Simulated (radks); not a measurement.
Charge is removed step by step from the 1s up level of H, starting from 1s(up 1, down 0). Method: non-relativistic Kohn-Sham, TPSS, spin-polarised, spherical densities, point nucleus; meta-GGA in the generalised Kohn-Sham scheme; computed with a radial shooting solver on a logarithmic mesh with Libxc functionals.

removed (e),E - E(0) (eV),eigenvalue (eV)
0,0.000,-7.776
0.25,2.322,-10.826
0.5,5.418,-13.935
0.75,9.267,-16.746

The mean slope of the eigenvalue, de/dn, is 12.0 eV per electron.
